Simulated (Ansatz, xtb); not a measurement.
**C4H6BF3O: which of two isomers lies lower**

Structure a: `C=C(CB(F)F)OCF`, a singlet. Structure b: `OC/C(=C\CF)B(F)F`, a singlet. Both are isolated molecules in the gas phase, relaxed with PBE-D3(BJ)/def2-SVP; each stands in its lowest conformer found.

Quicker runs give these differences E(b) − E(a): GFN2-xTB +5.69 kcal/mol; HF/STO-3G +11.86 kcal/mol (at GFN2-xTB geometries); r2SCAN-D4/def2-SVP +6.59 kcal/mol (at GFN2-xTB geometries).

Question: Estimate E(b) − E(a) at the level CCSD(T)/def2-SVP + ΔMP2/def2-TZVPP.

Answer: Calculated at CCSD(T)/def2-SVP + ΔMP2/def2-TZVPP: E(b) − E(a) = +1.40 kcal/mol, so structure a lies lower.

The same difference at several levels:

```tsv
level	geometry	E(b) − E(a) (kcal/mol)	departure from the last row (kcal/mol)	job, with rough time for the two
GFN2-xTB	GFN2-xTB	+5.69	+4.30	optimisation, 0.61 s
HF/STO-3G	GFN2-xTB	+11.86	+10.46	single point, 0.49 s
r2SCAN-D4/def2-SVP	GFN2-xTB	+6.59	+5.19	single point, 4.7 s
PBE-D3(BJ)/def2-SVP	PBE-D3(BJ)/def2-SVP	+5.89	+4.49	optimisation, 54 s
HF/def2-SVP	PBE-D3(BJ)/def2-SVP	+1.68	+0.28	part of the CCSD(T) run
MP2/def2-SVP	PBE-D3(BJ)/def2-SVP	+3.75	+2.35	part of the CCSD(T) run
CCSD(T)/def2-SVP	PBE-D3(BJ)/def2-SVP	+4.00	+2.61	single point
CCSD(T)/def2-SVP + ΔMP2/def2-TZVPP	PBE-D3(BJ)/def2-SVP	+1.40		single point, 3 min
```

As drawn, b has 1 C–C, 1 O–H in place of 1 C–O, 1 C–H.

The levels shown agree on the order. The largest departure from CCSD(T)/def2-SVP + ΔMP2/def2-TZVPP is that of HF/STO-3G, 10.46 kcal/mol. The last row adds to CCSD(T) the change of the MP2 difference between the two basis sets, here −2.61 kcal/mol.

With thermal terms from frequencies at re-optimised GFN2-xTB minima (ideal gas, soft modes damped towards free rotors, one conformer each, 298.15 K, 1 atm): on the last row, ΔE + ΔZPE = +1.42, ΔH = +1.73, ΔG = +0.74 kcal/mol.

The correlated steps freeze 9 core orbitals. Run with Ansatz 0.2.0, xtb 6.7.1; the last row on 4 threads of Arm Neoverse V1 on a shared host.
